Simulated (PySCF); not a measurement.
disulfane (H₂S₂), SMILES SS.

Geometry optimised at PBE0-D3(BJ)/def2-TZVP.

Two levels are set side by side: PBE/def2-TZVPD (PySCF) and CAM-B3LYP/def2-TZVPD (PySCF). Same geometry, gas phase. Differences are taken from unrounded values.

```csv
quantity,CAM-B3LYP
orbital gap (eV),8.74
highest occupied level (eV),-8.91
lowest empty level (eV),-0.17
dipole moment (D),1.16
mean polarisability (bohr³),44.5
```

### Question
What does PBE give, and how far is it from CAM-B3LYP? (An estimate is asked for; the answer gives what the named calculation found.)

### Answer

```csv
quantity,PBE,PBE minus CAM-B3LYP
orbital gap (eV),4.27,-4.46
highest occupied level (eV),-6.36,2.56
lowest empty level (eV),-2.08,-1.91
dipole moment (D),1.10,-0.06
mean polarisability (bohr³),45.9,1.4
```

PBE's occupied levels lie high since its potential decays too fast outside the molecule; exact exchange lowers them and widens the gap. PBE's more diffuse valence density responds more strongly to a field. Differences between two approximate levels are no errors against the true value.

Rough cost on one machine, each run with all the roots and properties that it gave: CAM-B3LYP against PBE within a factor of 2.
